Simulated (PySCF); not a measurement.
Species: C7H11ClO2.
Geometry (GFN2-xTB, Å), atoms numbered from 1 in this order:
```
atom  x, y, z in Å
C1     2.3460    1.0207    0.0772
C2     2.0606   -0.4633   -0.1186
C3     0.5575   -0.7480   -0.2055
O4     0.0394   -0.0489   -1.3193
C5    -1.3531   -0.1390   -1.4564
C6    -2.0232    0.5432   -0.2677
Cl7   -3.8007    0.5295   -0.4775
C8    -1.6441   -0.1790    1.0145
C9    -0.1521   -0.4463    1.1134
O10    0.4094   -0.5110    2.1745
H11    1.8877    1.5962   -0.7225
H12    1.9506    1.3615    1.0307
H13    3.4182    1.1974    0.0663
H14    2.4653   -1.0355    0.7166
H15    2.5241   -0.8081   -1.0431
H16    0.4052   -1.8365   -0.3584
H17   -1.5979    0.3699   -2.3910
H18   -1.6791   -1.1883   -1.5221
H19   -1.7202    1.5928   -0.2287
H20   -2.1322   -1.1597    1.0372
H21   -1.9702    0.3690    1.9006
```

NICS = −σ at a ghost point: NICS(0) at the centroid of the ring atoms, NICS(1) 1 Å to either side along the normal of their mean plane, zz for the tensor component along that normal. Level: GIAO PBE0/pcSseg-1 (PySCF, non-relativistic, gas phase) on the GFN2-xTB geometry, one conformer.

Ring bond lengths (Å), with Mayer bond orders in brackets: C3–O4 1.413 (0.89), O4–C5 1.402 (0.93), C5–C6 1.526 (0.96), C6–C8 1.520 (0.96), C8–C9 1.519 (1.01), C9–C3 1.528 (0.87).

Task: What do the NICS probes read (ppm)?

Result: 
| ring | type | NICS(0) | NICS(1), two faces | NICS(1)zz, two faces | rms pucker (Å) | centre to ring atoms, mean (Å) |
| --- | --- | --- | --- | --- | --- | --- |
| C3–O4–C5–C6–C8–C9 | 6-membered ring with O; formal bonds all single | 0.1 | -0.8 / -2.4 | 3.0 / 0.5 | 0.21 | 1.44 |

Task: What can be read from them?

Result: 
- C3–O4–C5–C6–C8–C9: mean NICS(1)zz 1.7 ppm, near zero. C3, C5, C6, C8 have four or more neighbours; no verdict on aromaticity is drawn.

Task: How shielded are the nuclei of the rings and their hydrogens (means over atoms taken as equivalent)?

Result: 
| atoms | environment | σ isotropic (ppm) | principal values of the symmetric part, first atom (ppm) |
| --- | --- | --- | --- |
| C3 | sp3 carbon bound to oxygen | 100.5 | 84.9, 100.9, 115.5 |
| O4 | cyclic ether oxygen | 277.1 | 252.9, 261.1, 317.3 |
| C5 | sp3 carbon bound to oxygen | 112.0 | 85.4, 98.8, 151.8 |
| C6 | sp3 C–Cl carbon | 128.9 | 104.4, 121.2, 161.1 |
| C8 | sp3 carbon next to a carbonyl | 133.3 | 116.2, 123.9, 159.8 |
| C9 | ketone carbonyl carbon | -24.8 | -103.7, -68.1, 97.6 |
| H16 | methine hydrogen | 27.88 | 24.3, 28.4, 31.0 |
| H17 | methylene hydrogen | 27.31 | 22.3, 28.5, 31.2 |
| H18 | methylene hydrogen | 28.13 | 23.5, 29.2, 31.7 |
| H19 | methine hydrogen | 27.72 | 22.9, 28.4, 31.8 |
| H20 | methylene hydrogen | 29.29 | 26.4, 28.9, 32.5 |
| H21 | methylene hydrogen | 28.61 | 24.4, 28.5, 32.9 |
